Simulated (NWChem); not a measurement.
System: C4H3Br; SMILES C=C(C#C)Br

Input file for NWChem:

```
start job
memory heap 200 mb stack 900 mb global 1100 mb
geometry units angstroms noautosym nocenter noautoz
  C      1.126378     2.605007    -0.000967
  C      0.335135     1.685341    -0.000392
  C     -0.577804     0.597430     0.000032
  C     -1.911675     0.712433     0.000054
  Br     0.237930    -1.120175     0.000253
  H      1.824823     3.421745    -0.001598
  H     -2.366490     1.705702     0.000096
  H     -2.559420    -0.165559     0.000032
end
basis spherical
  * library def2-svp
end
dft
  xc m05-2x
  iterations 150
end
cosmo
  do_cosmo_smd true
  solvent propnol2
end
task dft energy
```

Structure relaxed at the PBE0/def2-SVP level. Solvent: 2-propanol.

Level: M05-2X/def2-SVP with SMD (1 M gas to 1 M solution), gas-phase geometry.

Q: Predict the main results of this run. (M05-2X/def2-SVP, SMD on the gas-phase geometry.) Quantities: solvation free energy (kcal/mol); cavity-dispersion-structure term (kcal/mol); dipole in solution (D).

A: 
| Item | Value |
|---|---|
| solvation free energy (kcal/mol) | -4.1 |
| cavity-dispersion-structure term (kcal/mol) | 0.3 |
| dipole in solution (D) | 2.02 |
